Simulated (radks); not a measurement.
Charge is removed step by step from the 5s1/2 level of Dy, starting from [Xe] 4f10 6s2. Method: Dirac Kohn-Sham, BLYP, spin-unpolarised, spherical densities, finite nucleus; open shells fill j = l - 1/2 first; Fermi nuclear charge, rms radius 5.2218 fm; computed with a radial shooting solver on a logarithmic mesh with Libxc functionals.

| removed (e) | E - E(0) (eV) | eigenvalue (eV) | E minus straight line (eV) |
|---|---|---|---|
| 0 | 0.000 | -48.554 | 0.000 |
| 0.125 | 6.156 | -49.945 | -0.649 |
| 0.25 | 12.488 | -51.378 | -1.121 |
| 0.375 | 19.002 | -52.849 | -1.412 |
| 0.5 | 25.702 | -54.354 | -1.516 |
| 0.625 | 32.591 | -55.888 | -1.431 |
| 0.75 | 39.675 | -57.451 | -1.152 |
| 0.875 | 46.955 | -59.039 | -0.676 |
| 1 | 54.435 | -60.650 | 0.000 |

Removing the whole electron costs 54.435 eV by Delta-SCF, against 48.554 eV from minus the eigenvalue at the starting occupation. Slater's transition state (half an electron removed) gives 54.354 eV. Integrating minus the eigenvalue over the occupation (Janak's theorem) gives 54.435 eV. The mean slope of the eigenvalue, de/dn, is 12.1 eV per electron.
